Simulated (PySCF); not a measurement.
# N 1s core levels and what the atom is bonded to

Gas-phase molecules, one conformer each, relaxed by PBE0-D3(BJ)/def2-SVP with no frequency check. Core levels by delta-SCF with SCAN, pcX-2 on the ionised atom and pcseg-1 elsewhere, spin-free X2C; energies from the vacuum level.

```csv
structure (SMILES),N bonded to,mean electronegativity of these (Pauling),N 1s (eV)
[NH2][Ga]([OH])[OH],1 Ga + 2 H,2.07,404.73
CNB1NBNBN1,1 B + 1 C + 1 H,2.26,404.57
CN[N]([GeH3])[GeH3],2 Ge + 1 N,2.35,404.11
C[N](C)[Ge]([OH])([OH])[OH],2 C + 1 Ge,2.37,?
CN(C)[As]([SeH])[SeH],1 As + 2 C,2.43,404.34
OB(O)O[N]([GeH3])[GeH3],2 Ge + 1 O,2.49,404.78
CN[N]([GeH3])[GeH3],1 C + 1 N + 1 H,2.60,405.48
```

**Question.** Fit a straight line to the complete rows and predict the core level of N in C[N](C)[Ge]([OH])([OH])[OH], bonded to 2 C + 1 Ge.

**Answer.** E = 402.158 + 1.061·χ (6 points, rms 0.39 eV, correlation 0.420). At 2.37 this gives 404.67 eV; the calculation itself gave 404.46 eV, so the fit is off by 0.21. The points scatter widely, so the line says little.

For scale, for C[N](C)[Ge]([OH])([OH])[OH]: the job took 100 s on 1 thread of Arm Neoverse N1 (aarch64), shared host, peak memory 0.78 GiB, launched as `OMP_NUM_THREADS=1 python cluster_run.py task.json out`.
